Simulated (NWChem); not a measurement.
System: ammonium (NH4 cation); SMILES [NH4+]

Program: NWChem. Coordinates come from a PBE0-D3(BJ)/def2-TZVP optimisation. Level: PBE0/def2-SVP with SMD (1 M gas to 1 M solution), gas-phase geometry. Reactions with the solvent are ignored.

```csv
solvent,dielectric constant,solvation free energy (kcal/mol),cavity-dispersion-structure term (kcal/mol)
water,78.4,-81.1,2.9
ethyl acetate,5.99,-69.8,1.1
acetonitrile,35.7,-81.5,1.3
ethanol,24.9,-80.7,1.1
cyclohexanone,15.6,-78.2,1.5
1-octanol,9.86,-75.3,1.3
dichloromethane,8.93,-74.6,1.1
```
